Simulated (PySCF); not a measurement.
Compound: CH8AlSb.
Geometry (PBE0-D3(BJ)/def2-SVP, Å), atoms numbered from 1 in this order:
```xyz
11
CH8AlSb angstrom
C     -1.7118    0.7074    0.4506
Al    -0.9063   -0.9169   -0.3291
Sb     1.8657   -0.0998   -0.1984
H     -2.8097    0.5890    0.4784
H     -1.3874    0.8962    1.4870
H     -1.5079    1.6139   -0.1425
H     -0.9190   -1.1162   -1.9189
H     -0.7057   -2.2182    0.5838
H      2.2666    1.4244    0.4431
H      2.8380    0.0518   -1.5854
H      3.0137   -0.9624    0.7131
```

Computed, not measured: PBE0-D3(BJ)/def2-SVP geometry optimisation, gas phase, def2 core potentials past Kr in PySCF.

Q: Which atoms are bound to Al2, and at what distances?

A: 4 atoms: H8 1.602 Å, H7 1.602 Å, C1 1.974 Å, Sb3 2.893 Å. The nearest atom not counted as bound is H4, at 2.56 Å.

Q: List the angles at Al2.

A: 
```json
{"angle": "C1–Al2–H8", "degrees": "119.6", "distance of the outer atoms (Å)": "3.10"}
{"angle": "C1–Al2–H7", "degrees": "119.4", "distance of the outer atoms (Å)": "3.09"}
{"angle": "H7–Al2–H8", "degrees": "117.7", "distance of the outer atoms (Å)": "2.74"}
{"angle": "C1–Al2–Sb3", "degrees": "98.1", "distance of the outer atoms (Å)": "3.72"}
{"angle": "Sb3–Al2–H7", "degrees": "95.0", "distance of the outer atoms (Å)": "3.43"}
{"angle": "Sb3–Al2–H8", "degrees": "94.8", "distance of the outer atoms (Å)": "3.42"}
```

Q: Describe the arrangement about Al2 in numbers.

A: Angles from 94.8° to 119.6°; τ4 = (360° − α − β)/141° = 0.86 with α and β the two widest (0 for a square, 1 for a tetrahedron).

Q: Which atoms are bound to Sb3, and at what distances?

A: 4 atoms: H10 1.701 Å, H11 1.701 Å, H9 1.702 Å, Al2 2.893 Å. The nearest atom not counted as bound is H8, at 3.42 Å (others tie with it).

Q: List the angles at Sb3.

A: 
```json
{"angle": "Al2–Sb3–H10", "degrees": "122.4", "distance of the outer atoms (Å)": "4.07"}
{"angle": "Al2–Sb3–H11", "degrees": "121.9", "distance of the outer atoms (Å)": "4.06"}
{"angle": "Al2–Sb3–H9", "degrees": "119.7", "distance of the outer atoms (Å)": "4.02"}
{"angle": "H10–Sb3–H11", "degrees": "95.5", "distance of the outer atoms (Å)": "2.52"}
{"angle": "H9–Sb3–H11", "degrees": "95.4", "distance of the outer atoms (Å)": "2.52"}
{"angle": "H9–Sb3–H10", "degrees": "95.3", "distance of the outer atoms (Å)": "2.52"}
```

Q: Describe the arrangement about Sb3 in numbers.

A: Angles from 95.3° to 122.4°; τ4 = (360° − α − β)/141° = 0.82 with α and β the two widest (0 for a square, 1 for a tetrahedron).

Q: What are the other bond lengths?

A: C1–H4, C1–H5, C1–H6 1.103 Å.

Q: What are the rotational constants (commonest isotopes, rigid rotor)?

A: A = 9758, B = 1537, C = 1391 MHz: a near-prolate asymmetric top.

Point group: Cs (every atom within 0.08 Å of its image). Charge 0, singlet. No PBE0-D3(BJ)/def2-SVP frequencies stand behind this structure, so it isn't proved a minimum.
